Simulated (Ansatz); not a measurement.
Ansatz (an electronic-structure program) input (RI-MP2/def2-QZVPP):
A basis named .json is the Basis Set Exchange file of that set.

Ansatz 0.2 input:
```yaml
crystal:
  periodic: [false, false, false]
  atoms:
    - {symbol: Nb, position_ang: [-0.00000000, -0.00000000, -0.33977261]}
    - {symbol: F, position_ang: [0.00000000, 0.00000000, 1.54785298]}
basis:
  gaussian:
    orbitals: def2-QZVPP.json
    fitting: {mean_field: def2-universal-jkfit, correlation: def2-QZVPP-RIFIT.json}
magnetization: {spin_polarized: true, initial_magnetization: 4}
correlation: {method: mp2, electrons: outside_noble_gas}
```

End of the output:

```
integrals: 0.06 GiB planned
332 factors; integrals over basis functions are off by at most 1.4e0 eV
393 factors; integrals over basis functions are off by at most 2.4e0 eV
mean field: 0.25 GiB planned
mean field evaluation 1: about -4239.6436 eV, gradient 1.9e1 eV
mean field evaluation 2: about -4241.1239 eV, gradient 1.3e1 eV
mean field evaluation 4: about -4241.9195 eV, gradient 2.0e0 eV
mean field evaluation 8: about -4242.0426 eV, gradient 5.9e-2 eV
mean field evaluation 16: about -4241.7550 eV, gradient 1.8e-6 eV
mean field evaluation 32: about -4241.4504 eV, gradient 1.6e0 eV
mean field evaluation 64: about -4241.7874 eV, gradient 5.5e0 eV
mean field evaluation 96: about -4241.7550 eV, gradient 1.8e-6 eV
mean field evaluation 128: about -4242.0427 eV, gradient 6.3e-5 eV
mean field -4242.04269050 eV, -155.8921935159 hartree, gradient 1.8e-6 eV, S^2 6.007354; 19 other end points of the search recorded, 0 dependent functions left out
5 core orbitals not correlated
reference -4242.04269050 eV, -155.8921935159 hartree; 8, 4 occupied and 125, 129 virtual orbitals, 393 factors
second order -9.60961425 eV of doubles, -0.00000000 eV of singles
Total energy: -4251.65230475 eV, -156.2453403261 hartree
```

The spin state was set by rule; other spins were not relaxed.
